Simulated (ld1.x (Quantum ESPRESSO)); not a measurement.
# Reading a pseudo-wave (N)

Columns: radius, all-electron u(r) and pseudo u(r) of the 2p shell (level -7.24 eV) of nitrogen in the configuration [He] 2s2 2p3; LDA (PZ), scalar-relativistic, RRKJ scheme, ld1.x (Quantum ESPRESSO) 7.5.

| r (bohr) | all-electron | pseudo |
| --- | --- | --- |
| 0.128 | 0.1097 | 0.0268 |
| 0.255 | 0.2979 | 0.1029 |
| 0.382 | 0.4720 | 0.2178 |
| 0.510 | 0.6067 | 0.3577 |
| 0.638 | 0.6983 | 0.5038 |
| 0.765 | 0.7518 | 0.6375 |
| 0.893 | 0.7757 | 0.7466 |
| 1.020 | 0.7773 | 0.8200 |
| 1.148 | 0.7629 | 0.8552 |
| 1.275 | 0.7379 | 0.8538 |
| 1.402 | 0.7059 | 0.8226 |
| 1.530 | 0.6695 | 0.7703 |
| 1.658 | 0.6309 | 0.7072 |
| 1.785 | 0.5918 | 0.6424 |
| 1.912 | 0.5529 | 0.5818 |
| 2.040 | 0.5147 | 0.5281 |
| 2.168 | 0.4778 | 0.4825 |
| 2.295 | 0.4428 | 0.4438 |
| 2.422 | 0.4096 | 0.4096 |
| 2.550 | 0.3780 | 0.3780 |
| 2.678 | 0.3484 | 0.3484 |
| 2.805 | 0.3209 | 0.3209 |
| 2.932 | 0.2952 | 0.2952 |
| 3.060 | 0.2712 | 0.2712 |
| 3.188 | 0.2489 | 0.2489 |
| 3.315 | 0.2284 | 0.2284 |

Question: How many radial nodes do the two functions have?

Answer: The all-electron 2p function has n − l − 1 = 0; the pseudo-wave has 0.

Question: At about which radius was the pseudo-wave matched?

Answer: 2.55 bohr. The columns agree to 0.0005 from 2.42 bohr on; several derivatives are matched, so the curves merge somewhat inside the radius.

Question: Where does each function peak?

Answer: Outermost all-electron maximum near 1.02 bohr, pseudo maximum near 1.15 bohr (to the table’s step).

Question: Is the pseudo-wave norm-conserving?

Answer: Yes: the RRKJ scheme keeps the norm inside the radius equal to the all-electron one, which fixes the energy derivative of the logarithmic derivative at the level.
